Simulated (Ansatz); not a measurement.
Species: ScO (charge 0, doublet). The spin state was set by rule; other spins were not relaxed. 
Coordinates optimised at B3LYP-D3(BJ)/def2-TZVP (Ansatz, a first-principles code):
SMILES: [O]=[Sc]
```xyz
2

Sc     0.0000     0.0000    -0.4583
O      0.0000     0.0000     1.2031
```
Charge 0, spin multiplicity 2.

Total electronic energies in hartree. Valence correlation only, unless marked. Open shells are spin-unrestricted. No spin-orbit coupling. Frozen are the shells of the preceding noble gas and the d and f shells that filled before the atom's block. Non-relativistic. CBS(X,Y): correlation extrapolated as X^-3; Hartree-Fock from the larger set.

| level | program | energy (Eh) |
|---|---|---|
| r2SCAN-D3(BJ)/def2-TZVPD | Ansatz + dftd3 | -835.89734 |
| BHLYP-D3(BJ)/def2-TZVPD | Ansatz + dftd3 | -835.90360 |
| r2SCAN0/def2-TZVPD | Ansatz | -835.85999 |
| wB97M-V/def2-TZVPD | Ansatz | -835.89313 |
| wB97X/def2-TZVPD | Ansatz | -835.92621 |
| CCSD/def2-SVP | Ansatz | -834.71051 |
| CCSD/def2-TZVPPD | Ansatz | -834.96248 |
| CCSD(T)/def2-TZVPPD | Ansatz | -834.98553 |
| CCSD(T)/CBS(def2-TZVPPD,def2-QZVPPD) | Ansatz | -835.0348 |

Totals of different functionals don't rank their quality; only differences between species are comparable.
